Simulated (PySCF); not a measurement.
Working with the constants of TaCl⁻

ROHF-CCSD(T) constants of TaCl⁻, quartet, unpaired electrons π ↑, δ ↑↑ (Ta def2-TZVPPD with ECP60, Cl def2-TZVPPD; scalar-relativistic core potentials (PySCF 2.14); masses 180.9480 and 34.9689 u):

| Item | Value |
| --- | --- |
| ωe | 286.8 cm⁻¹ |
| ωexe | 1.45 cm⁻¹ |
| Be | 0.099256 cm⁻¹ |
| αe | 0.000574 cm⁻¹ |
| D (centrifugal) | 4.75e-08 cm⁻¹ |
| De to Ta (5d3 6s2) + Cl⁻ | 1.93 eV |

Give the vibrational terms G(v) and spacings up to v = 6.

G(v) = ωe(v+½) − ωexe(v+½)².

```csv
v,G(v) (cm⁻¹),G(v) − G(v−1),Bv (cm⁻¹)
0,143.0,,0.09897
1,426.9,283.9,0.09839
2,707.9,281.0,0.09782
3,986.0,278.1,0.09725
4,1261.2,275.2,0.09667
5,1533.5,272.3,0.09610
6,1802.9,269.4,0.09552
```

How well does the Morse estimate ωe²/(4ωexe) reproduce De, and what is D0?

It gives 1.76 eV, 91 % of the computed De. D0 = De − G(0) = 1.93 − 0.02 = 1.91 eV.

Correlated steps freeze 5 core orbitals. Spin–orbit coupling is left out, which matters for elements this heavy, above all for dissociation energies. For an ion De counts to the pair picked by the measured ionisation energies or electron affinities, which need not be the lowest pair at this level. The CCSD T1 diagnostic is raised, a sign that a single reference may not be enough here. The state is the lowest single determinant that the PBE0 search found; with open d or f shells the true ground state can be another one.
